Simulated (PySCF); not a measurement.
W(S)(F)2(OH)2 (F₂H₂O₂SW), SMILES [OH][W]([OH])([F])([F])=[S], multiplicity 1. The structure is a stationary point at B3LYP-D3(BJ)/def2-SVP. The multiplicity is an assumed one; no other spin state was optimised. The structure was generated by enumeration; whether it is a known compound was not checked. The def2 effective core potentials stand for the cores of W; spin–orbit coupling is left out. One conformer was computed; it need not be the lowest.

### Question
Give the equilibrium geometry at B3LYP-D3(BJ)/def2-SVP (PySCF confirms it by a frequency run) as a Z-matrix, and its point group. (Estimate from the structure and the level; the computed values follow.)

### Answer
This is not unique; one that fits is point group Cs.
```
W
F 1 1.8677
O 1 1.8874 2 89.67
H 3 0.9669 1 126.87 2 148.59
O 1 1.8874 2 89.67 3 145.71
H 5 0.9669 1 126.87 2 -148.59
F 1 1.9105 2 152.07 3 72.86
S 1 2.1280 2 104.34 3 -107.14
```
Charge 0, spin multiplicity 1.
